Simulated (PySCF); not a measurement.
## Static response to an electric field

Species: cyclo-(F2SnO)2.
Structure used (PBE0-D3(BJ)/def2-SVP), in Å, numbered top down from 1:
```
atom  x, y, z in Å
Sn1   -0.6357   -0.4992    1.1980
F2    -1.5746   -2.1418    1.4464
F3    -0.7525    0.3521    2.9017
O4     1.1771   -0.6199    0.3694
Sn5    0.6708    0.4795   -1.2182
F6     0.7826   -0.3801   -2.9178
F7     1.6116    2.1196   -1.4762
O8    -1.1411    0.6041   -0.3871
```

Level: PBE0/def2-SVPD (PySCF), static field, nuclei fixed, core orbitals frozen in the response. The polarisability tensor in these axes (au):

```
x    63.70   6.33 -11.10
y     6.33  65.01  -6.30
z   -11.10  -6.30  80.35
```

Task: Diagonalise the tensor; give its mean and Δα, where Δα² is half the sum of the squared differences of the eigenvalues.

Result: Principal values 56.76, 63.37 and 88.93 au; mean 69.69 au = 10.33 Å³ = 11.49 × 10⁻⁴⁰ C²·m²/J; Δα = 29.42 au (42 % of the mean).

Task: What is the dipole moment?

Result: 0.01 D; point group D2h allows none, and the residue is numerical.

Task: What depolarisation ratio follows for Rayleigh scattering of linearly polarised light, taking the static tensor?

Result: ρ = 3Δα²/(45ᾱ² + 4Δα²) = 2597.1/(218532 + 3462.8) = 0.0117.

Task: What would n − 1 = 2πNα be for an ideal gas of these molecules at 500 K and 1 atm, electronic part alone?

Result: N = p/kT = 1.4678 × 10¹⁹ cm⁻³, so n − 1 = 2π × N × 10.33 × 10⁻²⁴ cm³ = 952 × 10⁻⁶ at long wavelengths, for an ideal gas.

Task: What molar refraction does this α imply?

Result: Lorentz–Lorenz: R = (4π/3)N_A α = 2.5225 cm³/(mol·Å³) × 10.33 Å³ = 26.0 cm³/mol, in the limit of long wavelengths.

Isolated species at its PBE0-D3(BJ)/def2-SVP geometry (one conformer only). Atoms past krypton carry effective core potentials; spin–orbit coupling is left out.
